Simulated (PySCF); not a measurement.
# Simulated characterisation data

- PBE0/pcSseg-1 with gauge-including orbitals
- coordinates at the GFN2-xTB level
- run in PySCF 2.14.0 with density-fitted response routines
- relativity neglected, in vacuum, fast rotation and ring inversion assumed for equivalent nuclei, a single conformation

References, each an isolated molecule treated in the same way: 1H and 13C vs TMS. Where no couplings were computed, multiplicities follow the n + 1 count of equivalent neighbours, and m marks all less simple cases (inequivalent or close neighbours, rings, F or P nearby). Shifts are as computed. Against solution values, carbons near 30 ppm lie about +3 ppm off and those near 130 ppm about +5 ppm; carbons on Cl a further +6 ppm. Of 1211 compounds with measured shifts, 218 miss one by over three times the rms of a fit or turn the order of signals round; such compounds aren't used in these exercises. Carbons bonded to Cl come out too deshielded.

Compound 1 (C$_{5}$H$_{6}$Cl$_{2}$O). 1H NMR (400 MHz, computed): δ 2.47 (s, 3H), 2.44 (s, 3H). 13C{1H} NMR (computed): δ 174.6, 172.7, 132.1, 31.4, 28.7. Structure: SMILES CC(C)=C(Cl)C(=O)Cl.

Compound 2 (C$_{8}$H$_{7}$NO). 1H NMR (400 MHz, computed): δ 8.36 (d, 1H), 7.62 (s, 1H), 7.47 (d, 1H), 3.03 (s, 1H), 2.52 (s, 3H). 13C{1H} NMR (computed): δ 154.7 (C), 143.7 (CH), 136.5 (CH), 134.4 (CH), 117.9 (C), 91.4 (CH), 86.8 (C), 21.4 (CH3). Structure: SMILES C#Cc1cc[n+]([O-])c(C)c1.
